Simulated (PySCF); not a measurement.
## C₆ coefficients of unlike pairs at M06

Calculated with PySCF 2.14 from the dipole response of each species, C₆(A,B) = (3/π) ∫ α_A(iu) α_B(iu) du, in atomic units, from isotropic polarisabilities. For ions this is the dispersion term alone; charge-induced terms of lower order in 1/R come first.

```csv
species,configuration,basis,relativity,α (bohr³),C₆ (like pair)
B,[He] 2s2 2p1 (2P),dyall-av3z (15s9p3d2f),none,22.26,103.6
In³⁺,[Kr] 4d10 (1S),"aug-cc-pwCVTZ-DK3 with one added diffuse shell each of s, p, d, f type (11s10p8d5f1g)",spin-free X2C,3.358,14.62
Mn³⁺,[Ar] 3d4 (5D),"x2c-TZVPPall with one added diffuse shell each of s, p, d, f type (7s6p5d3f1g)",spin-free X2C,1.941,4.763
```

(1) Estimate C₆ for Mn³⁺ with B.

No spin-orbit coupling is included.

The other pairs:

| pair | C₆ |
| --- | --- |
| In³⁺, B | 27.95 |
| Mn³⁺, In³⁺ | 8.344 |

Answers

(1) The integral gives 15.99. The combination rule 2 C_A C_B / (C_A α_B/α_A + C_B α_A/α_B) gives 15.50 and the geometric mean 22.21.
